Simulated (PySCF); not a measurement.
From one molecule to another.

First species: C7H15F.
SMILES: `CCC(C)(C)CCF`

Second species: Se(OH)F5.
Structure used (PBE0-D3(BJ)/def2-SVP), in Å, numbered top down from 1:
```
atom  x, y, z in Å
Se1    0.106   -0.091   -0.248
O2     0.096   -0.101    1.486
H3    -0.583    0.528    1.779
F4     0.122   -0.087   -1.958
F5     1.812   -0.095   -0.258
F6    -1.616   -0.074   -0.310
F7     0.098    1.631   -0.292
F8     0.103   -1.797   -0.283
```

Levels: B3LYP/def2-SVPD for HOMO energy, LUMO energy, HOMO–LUMO gap and static isotropic polarisability; TDDFT B3LYP/def2-SVPD for lowest singlet excitation; TDA B3LYP/def2-SVPD for lowest triplet excitation (Tamm–Dancoff). Geometries: PBE0-D3(BJ)/def2-SVP. All species are isolated and taken at one optimised geometry, non-relativistic unless stated; the electronic structure was computed with PySCF and density fitting.

Dipoles, sizes and rotational constants follow the conformer. The torsions of the flexible species, by atom-mapped SMILES:
- `[CH3:1][CH2:2][C:3]([CH3:4])([CH3:5])[CH2:6][CH2:7][F:8]`: C1–C2–C3–C4 -178°, C2–C3–C6–C7 -57°, C3–C6–C7–F8 -179°

Q: Which has the higher HOMO–LUMO gap?

A: The first: 8.89 eV against 6.93 eV, a difference of 1.96 eV.

Q: Which has the higher static isotropic polarisability?

A: The first: 87.6 au against 39.6 au, a difference of 48.0 au.

Q: Which of the two has the higher S1 energy, and by how much?

A: The first: 8.07 eV against 5.49 eV, a difference of 2.58 eV.

Q: Which has the higher HOMO energy?

A: The first: -8.63 eV against -10.93 eV, a difference of 2.30 eV.

Q: Which has the higher LUMO energy?

A: The first: 0.26 eV against -4.00 eV, a difference of 4.26 eV.

Q: Which has the higher T1 energy?

A: The first: 7.94 eV against 5.05 eV, a difference of 2.89 eV.

On the first: S1 lies 0.82 eV below the HOMO–LUMO gap; its leading configuration is HOMO→LUMO, weight 0.97. The 10 singlets span 8.07 to 8.90 eV, and their oscillator strengths add up to 0.16.

On the second: In wavenumbers S1 is 44300 cm⁻¹ (1 eV = 8065.54 cm⁻¹). The polarisability is 5.87 Å³ as a volume (1 au = 0.148185 Å³), or 0.45 au for each of the 88 electrons. Relativistic effects, spin–orbit coupling among them, are left out although an element past zinc is present.
